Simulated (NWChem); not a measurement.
# BeNH3; SMILES [BeH][NH2]

Results from NWChem. The geometry was optimised at PBE0/def2-SVP. B3LYP is NWChem's, with the RPA form of VWN correlation.

Task: Among these, which level gives the highest value of “orbital gap (eV)”?
A. PBE/def2-TZVP
B. PW91/def2-TZVP
C. PBE0/def2-TZVP
D. Hartree-Fock/def2-TZVP

Result: D, Hartree-Fock/def2-TZVP. Values: PW91/def2-TZVP 5.26; PBE/def2-TZVP 5.28; PBE0/def2-TZVP 7.47; Hartree-Fock/def2-TZVP 12.58
